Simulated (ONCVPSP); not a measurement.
# Before and after: ONCV potential for Ba (Z = 56)

ONCVPSP 4.0.1 input, shortened (lines: element, Z, core and valence counts, functional; n l f; lmax; l rc ep ncon nbas qcut; lloc lpopt rc5 dvloc0; l nproj debl; icmod fcfact rcfact), PBEsol, fully relativistic:

```
  Ba 56.00    9    4  -116133      upf
    1    0    2.00
    2    0    2.00
    2    1    6.00
    3    0    2.00
    3    1    6.00
    3    2   10.00
    4    0    2.00
    4    1    6.00
    4    2   10.00
    5    0    2.00
    5    1    6.00
    5    2    1.00
    6    0    1.00
    3
    0    2.55    0.00    4    8    4.30
    1    2.60    0.00    4    7    6.10
    2    3.25    0.00    5    9    3.50
    3    2.50    0.05    3    6    3.80
    4    5    1.85    2.00
    0    2    1.10
    1    2    1.80
    2    3    2.50
    3    2    2.40
    1    0.30    0.00
```

Open shells are filled in proportion to 2j + 1.

Change: all radii but the core radius scaled by about 1.20 (s 3.06, p 3.12, d 3.90, f 3.00 bohr); local potential polynomial inside 2.22 bohr (lpopt 5, dvloc0 2 Ha).

Cutoffs: the cutoffs (Ha) at which the residual kinetic energy of the hardest occupied pseudo-wave falls to 1 and 0.1 mHa per electron; they do not see the model core or the augmentation charge, which bear on the density cutoff. Errors are all-electron minus pseudo energies relative to the spin-unpolarised reference configuration.

Question: Predict the effect on cutoff, ghosts and configuration errors.

Answer: The potential gets softer (9.3 Ha and 12 Ha → 4.8 Ha and 8.5 Ha); a bound ghost appears in f, which as a rule spoils a file; the lowest positive-energy flag moves from f5/2 at 2.8 eV to f7/2 at 261.9 eV; of the 3 tests that both files solve, the error grows in 1 and shrinks in 2 by more than 15 % and 0.3 meV (median size 1.8 → 2.5 meV). A larger radius leaves more room for a smooth pseudo-wave, so fewer plane waves are needed.

| quantity | base | changed |
| --- | --- | --- |
| cutoff, loose | 9.3 Ha | 4.8 Ha |
| cutoff, tight | 12 Ha | 8.5 Ha |
| loose cutoff by channel | s 6.8 Ha, p 9.3 Ha, d 4.6 Ha | s 4.8 Ha, p 4.7 Ha, d 4.2 Ha |
| bound ghosts | none | f7/2, f5/2 |
| GHOST(+) flags under 300 eV | f5/2 at 2.8 eV, f7/2 at 3.0 eV, s at 96.6 eV | f7/2 at 261.9 eV, f5/2 at 262.5 eV |
| tests with a reliable result | 3 of 4 | 3 of 4 |
| error for 5s2 5p6 5d0 6s2, meV [ΔE -1.34 eV] | -3.9 | -2.9 |
| error for 5s2 5p6 5d0 6s1, meV [ΔE 4.04 eV] | -1.8 | +0.5 |
| error for 5s2 5p5 5d0 6s2, meV [ΔE 22.01 eV] | -0.6 | +2.5 |
| rms error of d²Exc/dni dnj with the model core, mHa | 2.04 | 2.01 |

Base: The cutoffs count occupied waves only; projector 2 of the f channel, the hardest unoccupied one, needs 59 Ha at the loose tolerance. Changed file: The cutoffs count occupied waves only; projector 2 of the f channel, the hardest unoccupied one, needs 65 Ha at the loose tolerance. A true bound ghost makes a file unfit for plane-wave use even where its test errors are small: the radial tests pick states by their node count and pass the ghost by.
